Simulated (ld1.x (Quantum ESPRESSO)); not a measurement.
**Se, TM: configuration errors across variants**

```
Element                 : selenium
Generator               : ld1.x (Quantum ESPRESSO) 7.5
Type                    : norm-conserving Troullier–Martins (Kleinman–Bylander form)
Functional              : PW91
Relativity              : scalar-relativistic
Frozen core             : [Ar] 3d10
Valence charge          : 6
Reference configuration : 4s2 4p4
Partial waves           : 4p (bound): rc 2.00 bohr; 4s (bound): rc 1.15 bohr
Local potential         : the s channel
Core correction         : Bessel-smoothed model core, default radius (core density twice the valence density)
```

All-electron excitation energies from the reference (eV): (1) 4s2 4p3 10.902; (2) 4s2 4p2 31.326; (3) 4s2 4p1 62.295; (4) 4s0 4p6 22.017; (5) 4s1 4p4 22.464; (6) 4s2 4p0 104.606; (7) 4s2 4p3.5 4.336.

A true bound ghost makes a file unfit for plane-wave use even where its test errors are small: the radial tests pick states by their node count and pass the ghost by.

Errors AE − PS in meV (a dash: test not solved or not reliable):

```csv
change,(1),(2),(3),(4),(5),(6),(7),bound ghosts
base,-8.3,-37,-85,-64,-39,-122,-2.1,p
wave 4p (bound): rc 2.00 bohr becomes 4p (bound): rc 1.32 bohr,-8.8,-39,-86,-61,-42,-114,-2.2,p
wave 4p (bound): rc 2.00 bohr becomes 4p (bound): rc 1.44 bohr,-7.9,-35,-77,-66,-39,-104,-2.0,p
wave 4p (bound): rc 2.00 bohr becomes 4p (bound): rc 1.70 bohr,-7.6,-33,-72,-71,-39,-95,-2.0,p
wave 4p (bound): rc 2.00 bohr becomes 4p (bound): rc 2.02 bohr,-8.3,-37,-85,-64,-39,-122,-2.1,p
wave 4p (bound): rc 2.00 bohr becomes 4p (bound): rc 2.24 bohr,-9.5,-45,-110,-54,-39,-176,-2.3,p
wave 4p (bound): rc 2.00 bohr becomes 4p (bound): rc 2.48 bohr,-12,-59,-151,-44,-40,-262,-2.7,p
wave 4p (bound): rc 2.00 bohr becomes 4p (bound): rc 2.62 bohr,-14,-72,-189,-38,-42,-338,-3.1,p
wave 4p (bound): rc 2.00 bohr becomes 4p (bound): rc 2.84 bohr,-16,-84,-224,-33,-43,-408,-3.5,p
wave 4p (bound): rc 2.00 bohr becomes 4p (bound): rc 3.02 bohr,-17,-90,-241,-31,-44,-439,-3.7,p
```

Problem. Give the same row for: wave 4p (bound): rc 2.00 bohr becomes 4p (bound): rc 1.90 bohr.

Solution. -7.9, -35, -78, -67, -39, -106, -2.0; bound ghosts: p.
